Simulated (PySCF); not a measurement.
## TPSSh on Ta³⁺ (tantalum, charge +3)

Configuration: [Xe] 4f14 5d2, high-spin 3F determinant. Calculation: PySCF 2.14, in def2-TZVPPD with the def2 core potential (60 electrons); scalar relativity through the core potential.

```
Total energy                : -55.1290 hartree
One-electron energy         : -82.2243 hartree
Hartree (Coulomb) energy    : 32.9771 hartree
Exchange-correlation energy : -5.8819 hartree
⟨S²⟩                        : 2.0011
⟨L²⟩                        : 12.015
Sum of ⟨r⟩                  : 13.89 bohr
Sum of ⟨r²⟩                 : 22.17 bohr²
```

| shell | electrons | mean orbital energy (hartree) | rms radius, mean of both spins (bohr) |
| --- | --- | --- | --- |
| 5s α | 1 | -3.72990 | 1.19 |
| 5s β | 1 | -3.68850 | 1.19 |
| 5p α | 3 | -2.47716 | 1.39 |
| 5p β | 3 | -2.41767 | 1.39 |
| 5d α | 2 | -1.13099 | 1.98 |

Energies and moments cover only the electrons outside the core potential. Spin-orbit coupling, absent here, splits the open shell strongly.
